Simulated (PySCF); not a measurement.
CH4AlClOSe. Atoms are numbered in the order given.

```xyz
9

Al     0.0383     0.4244     0.0000
Cl     1.9765     1.2237     0.0000
O     -1.3001     1.4411     0.0000
C     -1.5939     2.8103     0.0000
H     -2.1884     3.0727    -0.8920
H     -0.6808     3.4334     0.0000
H     -2.1884     3.0727     0.8920
Se    -0.3007    -1.8297     0.0000
H      1.1451    -2.0791     0.0000
```
Charge 0, spin multiplicity 1.

Geometry: ωB97X-D3(BJ)/def2-SVP. Other conformers were not sampled.

The numbers are results of PBE/def2-TZVP (PySCF), not measurements.

Symmetry labels are those of the subgroup Cs that the program uses (full group Cs).

Question: List the valence orbital energies around the gap with their symmetry. (The exact figures need the calculation; the answer reports its results.)

Answer: 
| orbital | symmetry | energy (eV) |
|---|---|---|
| HOMO−7 | A' | -9.97 |
| HOMO−6 | A' | -9.85 |
| HOMO−5 | A' | -8.29 |
| HOMO−4 | A" | -8.18 |
| HOMO−3 | A' | -7.64 |
| HOMO−2 | A' | -7.04 |
| HOMO−1 | A" | -7.03 |
| HOMO | A" | -6.36 |
| LUMO | A' | -1.55 |
| LUMO+1 | A" | -1.11 |
| LUMO+2 | A' | -0.87 |
| LUMO+3 | A' | 0.56 |
